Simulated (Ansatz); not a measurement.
Cartesian coordinates in Å:
```
O 0.187 0.378 3.049
Si 0.777 1.127 1.713
C 0.260 0.264 0.184
C -0.096 -0.301 -0.831
Si -0.622 -1.154 -2.357
H -0.757 0.220 3.095
H 0.296 2.528 1.602
H 2.249 1.086 1.835
H -1.198 -0.163 -3.298
H 0.552 -1.813 -2.978
H -1.646 -2.171 -2.013
```

The species carries charge 0 and has multiplicity 1.

Problem. List the PBE0/def2-TZVPP orbital energies in eV (Ansatz). (Best estimate.)

Solution. The calculation gave: Occupied: -1803.36, -1802.99, -522.92, -278.36, -278.23, -145.59, -145.32, -100.28, -100.25, -100.23, -100.00, -99.97, -99.97, -28.38, -21.15, -16.71, -15.93, -14.14, -11.94, -11.14, -11.12, -10.35, -10.32, -9.98, -9.21, -8.36, -8.19. Lowest empty: -1.02, -0.64, 0.70, 0.90, 1.47, 1.78, 1.82, 1.93.
